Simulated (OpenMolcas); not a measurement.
Ti2+ (d2) in a complex was computed by SS-CASPT2, IPEA 0.25 Eh, imaginary shift 0.1 Eh with the d shell active (OpenMolcas, ANO-RCC-VDZP on the metal). Its lowest spin-free states, and all those of the highest spin:

```tsv
2S+1	Degeneracy	E (cm-1)
3	3	0
3	3	2870
3	1	5820
1	3	7190
1	2	8400
3	3	11220
1	3	13080
1	1	13430
1	2	14850
1	3	14920
1	1	29010
```

Is the site octahedral, tetrahedral or cube-like, axial, or of lower symmetry?

The states with 2S+1 = 3 have orbital degeneracies 3, 3, 1, 3. Threefold states need a cubic site. For d2 at this spin an octahedron puts the threefold T1 below the threefold T2 and a tetrahedron or cube puts the single A2 below the threefold T2, so the site is octahedral. The run had Ti2+ with 6 ligands (sulfide) in octahedral coordination (Oh) at 2.64 Å. A charge of +1.67 e stands 3.2 Å behind each ligand. Ligand basis ANO-RCC-VDZP.

Roots that are degenerate in the reference are averaged as groups; the widest CASPT2 spread within a group is 85 cm-1 (the 3-fold group of multiplicity 1 near 14900 cm-1 above the lowest state of its run). Shifts and gaps below about the spread of the groups concerned are not significant. Over all roots computed the reference weight is 0.62 to 0.64; a low but even weight reflects the number of correlated electrons. An orbital triplet at a regular site is open to Jahn-Teller coupling, which can distort the site and quench the lowest spin-orbit gaps and is left out. The sulfide ions are held by bare point charges, a crude embedding. Ligand-to-metal charge-transfer states are missing. These CASPT2 states fit no ligand-field parameters well, so their order and spin gaps are uncertain. With no ligand orbital active B as a rule stays too high, so bands that hang on it stand too high and its fall with covalency is understated. With one d shell and no ligand orbital active, 10Dq can be off by tens of per cent for divalent 3d ions, low with halides held by bare charges and at times high in hosts. Free-ion shares, where given, are those of the reference states; single-state CASPT2 does not remix them. No measured value stands beside these numbers; the geometry is a model, was not optimised and need not be the one that this ion takes.
